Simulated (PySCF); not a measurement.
Species: C2H9BN2.
Bonds: C1–N2, N2–B3, B3–C4, B3–N5. Hydrogens: H6, H7, H8 on C1; H9 on N2; H10, H11, H12 on C4; H13, H14 on N5.

Method: PBE0-D3(BJ)/def2-SVP geometry optimisation, gas phase in PySCF 2.14.0; density fitting, grid level 1; the optimiser is geomeTRIC in internal coordinates, started from a GFN2-xTB structure with every atom displaced at random (about 0.01 Å).

Step 2: E = -5868.4539 eV
```
atom  x, y, z in Å  |  force x, y, z in eV/Å
C1      1.8636    0.4427    0.4359   -0.024   0.048  -0.035
N2      0.8307   -0.5496    0.3463    0.108  -0.101   0.096
B3     -0.5178   -0.3996   -0.0720    0.188  -0.154   0.200
C4     -1.0688    1.0156   -0.5431   -0.050  -0.047  -0.102
N5     -1.4026   -1.5166   -0.0250   -0.509  -0.044  -0.358
H6      2.3078    0.5023    1.4471   -0.030   0.007  -0.008
H7      1.4541    1.4355    0.2052   -0.004   0.019  -0.002
H8      2.6973    0.2674   -0.2717   -0.033  -0.017   0.005
H9      1.1352   -1.4677    0.6470   -0.022  -0.028  -0.033
H10    -0.5801    1.3716   -1.4672    0.012  -0.048   0.049
H11    -0.8930    1.7895    0.2226    0.001  -0.024   0.008
H12    -2.1526    0.9921   -0.7357   -0.002   0.020  -0.003
H13    -1.2328   -2.4909    0.1954    0.458   0.235   0.093
H14    -2.2872   -1.4406   -0.5082   -0.094   0.136   0.091
```

Step 3: E = -5868.4905 eV
```
atom  x, y, z in Å  |  force x, y, z in eV/Å
C1      1.8454    0.4389    0.4323   -0.010  -0.004   0.005
N2      0.8251   -0.5679    0.3522    0.027   0.044   0.016
B3     -0.5207   -0.3995   -0.0667   -0.054  -0.085   0.047
C4     -1.0560    1.0190   -0.5431   -0.062  -0.036   0.014
N5     -1.4145   -1.5079   -0.0311   -0.245   0.039  -0.254
H6      2.2883    0.5082    1.4418    0.013   0.019   0.029
H7      1.4220    1.4261    0.1988    0.004  -0.032   0.004
H8      2.6780    0.2712   -0.2759    0.011  -0.021  -0.021
H9      1.1299   -1.4875    0.6473    0.016  -0.002  -0.011
H10    -0.5504    1.3657   -1.4590    0.023  -0.017  -0.020
H11    -0.8783    1.7908    0.2238   -0.010   0.009   0.010
H12    -2.1387    1.0079   -0.7466    0.031   0.008  -0.007
H13    -1.1513   -2.4620    0.1766    0.093   0.052   0.032
H14    -2.3252   -1.4511   -0.4740    0.164   0.026   0.156
```

Step 4: E = -5868.4937 eV
```
atom  x, y, z in Å  |  force x, y, z in eV/Å
C1      1.8623    0.4289    0.4389   -0.086   0.034  -0.047
N2      0.8184   -0.5529    0.3532    0.050  -0.068   0.053
B3     -0.5292   -0.3879   -0.0672   -0.048   0.064  -0.001
C4     -1.0785    1.0227   -0.5478    0.024   0.015   0.048
N5     -1.4120   -1.5022   -0.0406    0.090  -0.007  -0.079
H6      2.3030    0.4914    1.4505   -0.007  -0.001   0.010
H7      1.4622    1.4239    0.2021   -0.004   0.025  -0.011
H8      2.6926    0.2389   -0.2672    0.003  -0.007  -0.004
H9      1.1156   -1.4761    0.6443   -0.006  -0.037  -0.005
H10    -0.5647    1.3693   -1.4593    0.014   0.001  -0.015
H11    -0.9185    1.7989    0.2189    0.003   0.010  -0.003
H12    -2.1576    0.9993   -0.7643    0.007  -0.002  -0.012
H13    -1.1045   -2.4438    0.1606   -0.050  -0.030   0.021
H14    -2.3355   -1.4586   -0.4456    0.010   0.002   0.046
```

Step 5: E = -5868.4970 eV
```
atom  x, y, z in Å  |  force x, y, z in eV/Å
C1      1.8401    0.4363    0.4299    0.028  -0.031  -0.007
N2      0.8196   -0.5701    0.3611   -0.038   0.024   0.008
B3     -0.5264   -0.3989   -0.0627   -0.014   0.009   0.015
C4     -1.0549    1.0209   -0.5376   -0.004   0.015   0.040
N5     -1.4135   -1.5082   -0.0524    0.192  -0.012  -0.015
H6      2.2825    0.5242    1.4393    0.002  -0.002  -0.004
H7      1.4156    1.4180    0.1802    0.008   0.001  -0.005
H8      2.6713    0.2543   -0.2777    0.012   0.009   0.012
H9      1.1271   -1.4905    0.6520    0.005   0.013  -0.009
H10    -0.5218    1.3643   -1.4396   -0.002   0.006  -0.010
H11    -0.8970    1.7916    0.2355   -0.003  -0.002  -0.010
H12    -2.1299    1.0117   -0.7717   -0.013  -0.001  -0.018
H13    -1.1135   -2.4524    0.1467   -0.060  -0.028   0.025
H14    -2.3458   -1.4494   -0.4265   -0.115  -0.002  -0.022
```

Task: Estimate the geometry and energy of step 6. (The exact step hangs on the optimiser's Hessian estimate; all steps are aligned on step 5, rigid shifts and turns removed.)

Result: E = -5868.4989 eV, largest force 0.068 eV/Å
```
atom  x, y, z in Å  |  force x, y, z in eV/Å
C1      1.8455    0.4353    0.4296    0.005  -0.016   0.003
N2      0.8204   -0.5669    0.3616   -0.013   0.035  -0.002
B3     -0.5252   -0.3970   -0.0639   -0.008  -0.018   0.020
C4     -1.0602    1.0216   -0.5370   -0.001  -0.001   0.024
N5     -1.4078   -1.5101   -0.0587    0.019   0.000  -0.065
H6      2.2845    0.5235    1.4403    0.006   0.005   0.003
H7      1.4274    1.4190    0.1758    0.002  -0.007  -0.004
H8      2.6793    0.2485   -0.2734    0.007  -0.002   0.002
H9      1.1265   -1.4879    0.6517    0.003   0.006  -0.009
H10    -0.5253    1.3697   -1.4362    0.000   0.007  -0.009
H11    -0.9101    1.7919    0.2375    0.000   0.000  -0.002
H12    -2.1343    1.0068   -0.7775    0.003  -0.002  -0.009
H13    -1.1204   -2.4565    0.1487   -0.018  -0.005   0.027
H14    -2.3467   -1.4461   -0.4220   -0.005  -0.002   0.020
```

The energy changes by -0.0019 eV. The first-order estimate −F·Δx gives -0.0025 eV and the mean of the old and new forces, exact on a quadratic surface, -0.0018 eV. The step makes an angle of 70° with the force vector and moves no atom by more than 0.013 Å.

What follows is the cost of the whole optimisation. Time: 44 s of wall time; peak memory 0.48 GiB. Hardware: an Arm Neoverse V2 with one thread, on a shared host.
